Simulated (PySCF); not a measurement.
**Diatomic cations of Be with group 14**

PBE0 with double-zeta basis sets in PySCF, for the lowest determinant that a PBE0 search found; no spin–orbit coupling. De refers to high-spin ground-configuration atoms (the charge goes to the atom of lower measured ionisation energy or higher electron affinity, which is not always the lowest computed limit). A positive dipole points towards Be; it is taken about the centre of mass and depends on that origin.

```json
{"M": "C", "basis": "aug-cc-pVDZ", "charged atom": "Be+", "state (unpaired electrons)": "quartet (σ ↑, π ↑↑)", "Re (Å)": "1.581", "ωe (cm⁻¹)": "1121", "De (eV)": "2.86", "μ (D)": "5.50"}
{"M": "Si", "basis": "def2-SVPD", "charged atom": "Si+", "state (unpaired electrons)": "doublet (π ↑)", "Re (Å)": "2.297", "ωe (cm⁻¹)": "453", "De (eV)": "2.21", "μ (D)": "4.79"}
{"M": "Ge", "basis": "pcseg-1", "charged atom": "Ge+", "state (unpaired electrons)": "doublet (π ↑)", "Re (Å)": "2.361", "ωe (cm⁻¹)": "398", "De (eV)": "1.93", "μ (D)": "5.94"}
{"M": "Sn", "basis": "x2c-SVPall", "charged atom": "Sn+", "state (unpaired electrons)": "doublet (π ↑)", "Re (Å)": "2.555", "ωe (cm⁻¹)": "352", "De (eV)": "1.57", "μ (D)": "5.67"}
{"M": "Pb", "basis": "aug-cc-pVDZ/aug-cc-pVDZ-PP", "charged atom": "Pb+", "state (unpaired electrons)": "doublet (π ↑)", "Re (Å)": "2.620", "ωe (cm⁻¹)": "325", "De (eV)": "n/a", "μ (D)": "5.18"}
```

Problem. By what factor does the bond length vary along the series?

Solution. At PBE0 it runs from 1.581 Å (BeC⁺) to 2.555 Å (BeSn⁺), a factor of 1.62.

The rows differ in basis set, which adds steps of its own.

The state changes along the series, so neighbouring rows are not always alike in their bonding.

These are scalar-relativistic numbers at best; spin–orbit coupling would shift them, the dissociation energy most. For an ion De counts to the pair picked by the measured ionisation energies or electron affinities, which need not be the lowest pair at this level. States were picked by a PBE0 search and need not be the measured ground states.
